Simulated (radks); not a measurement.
Ionisation ladder of cerium, from Ce XXIII to Ce XLIV. Each ion is in the ground configuration listed by NIST, and IE = E(next ion) - E(this ion). Method: scalar-relativistic Kohn-Sham, exchange-only LDA, spin-polarised, spherical densities, point nucleus; open shells are filled with parallel spins first (spin-orbit coupling, left out, can overturn this in heavy ions); computed with a radial shooting solver on a logarithmic mesh with Libxc functionals.

| species | configuration | E (hartree) | IE, Delta-SCF (eV) | -e(HOMO) (eV) | HOMO | <r> HOMO (bohr) | IE, NIST (eV) | kind | error (eV) |
|---|---|---|---|---|---|---|---|---|---|
| Ce XXIII | [Kr] | -8642.0931 | 755.10 | 737.37 | 4p | 0.608 | 749 | theory | +6.1 |
| Ce XXIV | [Ar] 3d10 4s2 4p5 | -8614.3436 | 791.18 | 773.47 | 4p down | 0.602 | 785 | theory | +6.2 |
| Ce XXV | [Ar] 3d10 4s2 4p4 | -8585.2682 | 826.96 | 809.48 | 4p down | 0.597 | 824 | theory | +3.0 |
| Ce XXVI | [Ar] 3d10 4s2 4p3 | -8554.8781 | 873.74 | 855.26 | 4p up | 0.592 | 862 | theory | +11.7 |
| Ce XXVII | [Ar] 3d10 4s2 4p2 | -8522.7686 | 911.35 | 892.89 | 4p up | 0.587 | 924 | theory | -12.7 |
| Ce XXVIII | [Ar] 3d10 4s2 4p1 | -8489.2772 | 948.64 | 930.42 | 4p up | 0.582 | 965 | theory | -16.4 |
| Ce XXIX | [Ar] 3d10 4s2 | -8454.4152 | 1064.0 | 1046.4 | 4s | 0.564 | 1060 | theory | +4.0 |
| Ce XXX | [Ar] 3d10 4s1 | -8415.3146 | 1106.9 | 1089.1 | 4s up | 0.560 | 1103.5 | semi-emp. | +3.4 |
| Ce XXXI | [Ar] 3d10 | -8374.6351 | 1912.6 | 1869.1 | 3d | 0.245 | 1908 | theory | +4.6 |
| Ce XXXII | [Ar] 3d9 | -8304.3494 | 2001.7 | 1957.6 | 3d down | 0.243 | 1994 | theory | +7.7 |
| Ce XXXIII | [Ar] 3d8 | -8230.7892 | 2092.0 | 2047.4 | 3d down | 0.240 | 2087 | theory | +5.0 |
| Ce XXXIV | [Ar] 3d7 | -8153.9110 | 2183.3 | 2138.2 | 3d down | 0.238 | 2185 | theory | -1.7 |
| Ce XXXV | [Ar] 3d6 | -8073.6757 | 2275.6 | 2230.1 | 3d down | 0.235 | 2280 | theory | -4.4 |
| Ce XXXVI | [Ar] 3d5 | -7990.0497 | 2396.2 | 2348.8 | 3d up | 0.232 | 2378 | theory | +18.2 |
| Ce XXXVII | [Ar] 3d4 | -7901.9898 | 2493.5 | 2445.5 | 3d up | 0.230 | 2500 | theory | -6.5 |
| Ce XXXVIII | [Ar] 3d3 | -7810.3567 | 2591.8 | 2543.3 | 3d up | 0.227 | 2600 | theory | -8.2 |
| Ce XXXIX | [Ar] 3d2 | -7715.1089 | 2691.2 | 2642.2 | 3d up | 0.225 | 2706 | theory | -14.8 |
| Ce XL | [Ar] 3d1 | -7616.2091 | 2791.4 | 2742.0 | 3d up | 0.223 | 2806 | theory | -14.6 |
| Ce XLI | [Ar] | -7513.6260 | 3120.4 | 3077.2 | 3p | 0.250 | 3087 | theory | +33.4 |
| Ce XLII | [Ne] 3s2 3p5 | -7398.9539 | 3209.1 | 3166.1 | 3p down | 0.248 | 3176 | theory | +33.1 |
| Ce XLIII | [Ne] 3s2 3p4 | -7281.0219 | 3296.6 | 3254.4 | 3p down | 0.247 | 3274 | theory | +22.6 |
| Ce XLIV | [Ne] 3s2 3p3 | -7159.8729 | 3412.2 | 3367.4 | 3p up | 0.245 | 3366 | theory | +46.2 |

Reference values: NIST Atomic Spectra Database (exp. = measured, semi-emp. = semi-empirical, theory = theoretical value adopted there). The ionisation energy per charge of the ion left behind rises most, in proportion, at Ce XXXI ([Ar] 3d10), from 36.898 to 61.696 eV. Open shells are spherical and high-spin; term and fine-structure splittings are not resolved. Spin-orbit splitting is averaged out at the scalar-relativistic level.
